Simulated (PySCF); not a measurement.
**A small calculation by hand: chemical shift, span and skew from a shielding tensor**

B(All)(Cl)(OH) (C₃H₆BClO), SMILES C=CCB(O)Cl. Atoms are numbered in the order given.

```xyz
12

B      0.0634    -0.2341     0.8070
C      0.0778    -1.0612    -0.5420
C      0.1651    -0.1620    -1.7471
C      1.1793    -0.1298    -2.6160
H     -0.8682    -1.6350    -0.5807
H      0.9021    -1.7956    -0.5527
H     -0.6729     0.5327    -1.8773
H      2.0402    -0.8006    -2.5217
H      1.1847     0.5672    -3.4581
Cl    -1.2308     0.9556     1.0867
O      0.9774    -0.3534     1.7903
H      1.6686    -0.9977     1.5894
```
Charge 0, spin multiplicity 1.

Geometry: B3LYP-D3(BJ)/def2-SVP. Other conformers were not sampled.

GIAO shieldings from KT2/pcSseg-1 (PySCF), non-relativistic, no solvent. The symmetric part of the tensor of C4 has the principal values -28.8, 91.0, 149.6 ppm. The same nucleus in TMS has σ = 185.1 ppm at this level (PySCF, at its B3LYP-D3(BJ)/def2-TZVP geometry). Without spin–orbit terms, shifts of atoms bonded to Cl or Br come out too high.

**Question.** Work out the isotropic shielding, the ¹³C shift against TMS, the span and the skew.

**Answer.** 
σ(iso) = (σ11 + σ22 + σ33)/3 = 70.6 ppm. δ = σ(ref) − σ(iso) = 185.1 − (70.6) = 114.5 ppm.
Span Ω = σ33 − σ11 = 178.4 ppm. Skew κ = 3(σ(iso) − σ22)/Ω = -0.34. Tumbling in solution averages the tensor to δ; in a static solid the shielding alone would spread this spin-1/2 line over Ω.
